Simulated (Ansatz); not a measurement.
The inner images of a band of H$_{3}$SeSi (5 atoms, charge -1, multiplicity 1) are given out of order.

The calculation used Ansatz, RKS PBE/def2-SVP.

Image 0:

```xyz
5
Properties=species:S:1:pos:R:3
Si 0.285 -1.153 0.242
Se 1.198 1.108 0.065
H -0.971 -0.778 1.094
H -0.529 -1.128 -1.092
H 0.018 1.952 -0.309
```

Image 8:

```xyz
5
Properties=species:S:1:pos:R:3
Si 0.423 -0.866 0.224
Se -0.313 1.428 -0.292
H -0.787 -1.138 1.179
H -0.348 -1.485 -0.988
H 1.025 2.061 -0.123
```

Problem. Put them in order from the first end to the last, with their energies above the first end.
A.
```xyz
5
Properties=species:S:1:pos:R:3
Si 0.553 -0.911 0.364
Se 0.395 1.261 -0.892
H -0.842 -0.719 1.049
H -0.112 -1.680 -0.829
H 0.006 2.049 0.307
```
B.
```xyz
5
Properties=species:S:1:pos:R:3
Si 0.409 -1.077 0.345
Se 1.015 1.225 -0.422
H -0.946 -0.601 0.958
H -0.310 -1.511 -0.979
H -0.168 1.963 0.098
```
C.
```xyz
5
Properties=species:S:1:pos:R:3
Si 0.480 -0.996 0.377
Se 0.751 1.263 -0.714
H -0.920 -0.621 0.967
H -0.197 -1.632 -0.887
H -0.113 1.986 0.256
```
D.
```xyz
5
Properties=species:S:1:pos:R:3
Si 0.346 -1.125 0.288
Se 1.146 1.163 -0.142
H -0.954 -0.659 1.015
H -0.423 -1.341 -1.060
H -0.115 1.961 -0.101
```
E.
```xyz
5
Properties=species:S:1:pos:R:3
Si 0.626 -0.771 0.310
Se -0.283 1.226 -0.830
H -0.631 -1.018 1.216
H 0.020 -1.652 -0.833
H 0.268 2.216 0.136
```
F.
```xyz
5
Properties=species:S:1:pos:R:3
Si 0.621 -0.723 0.318
Se -0.506 1.234 -0.667
H -0.582 -1.148 1.229
H 0.101 -1.621 -0.851
H 0.367 2.258 -0.029
```
G.
```xyz
5
Properties=species:S:1:pos:R:3
Si 0.606 -0.833 0.331
Se 0.022 1.240 -0.922
H -0.732 -0.861 1.148
H -0.042 -1.679 -0.817
H 0.145 2.133 0.260
```

Solution. D (+0.7 kcal/mol), B (+2.2 kcal/mol), C (+3.0 kcal/mol), A (+2.5 kcal/mol), G (+1.4 kcal/mol), E (+0.2 kcal/mol), F (-0.4 kcal/mol).

The run took 2.4 min on 1 thread of Intel(R) Xeon(R) Processor @ 2.50GHz (Skylake/Cascade Lake) (shared host), peak memory 0.12 GiB.
